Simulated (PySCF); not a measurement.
Dipole response of Br (bromine, neutral)

[Ar] 3d10 4s2 4p5, 2P determinant. Calculation: PySCF 2.14, in aug-cc-pV5Z-PP with ECP10MDF (8s7p6d4f3g2h, 136 functions); scalar relativity through the core potential. Coupled (time-dependent) response in atomic units; α is the mean over directions.

```
method  mean α (bohr³)         α xx, yy, zz  C₆ (like pair)  S(−4)
   UHF           20.32  18.62, 21.16, 21.16           162.0  92.54
   PBE           22.66  20.37, 23.81, 23.81           184.3  130.5
```

S(−4) is the Cauchy moment in α(ω) = α(0) + S(−4) ω² + …

Reference α: 21 ± 1 bohr³ (recommended; Schwerdtfeger and Nagle, table of static dipole polarizabilities (2023 update)). Published C₆: 162.0 (Chu and Dalgarno (2004); Tang, Norbeck and Certain (1976)).

Spin-orbit coupling is absent.

α(iu) at UHF:

```csv
u (hartree),α(iu) (bohr³)
0,20.32
0.0500,20.09
0.100,19.44
0.200,17.33
0.300,14.83
0.500,10.46
0.750,6.890
1.00,4.768
1.50,2.628
2.00,1.665
3.00,0.8610
5.00,0.3756
```

A single London oscillator, α(iu) = α/(1 + u²/ω²), gives C₆ = (3/4) ω α². Matching the computed C₆ needs ω = 4 × 162.0 / (3 × 20.32²) = 0.523 hartree.

The components differ because the open shell of this determinant is not spherical; for a pure term their mean is the scalar polarisability.

Energies and moments cover only the electrons outside the core potential.
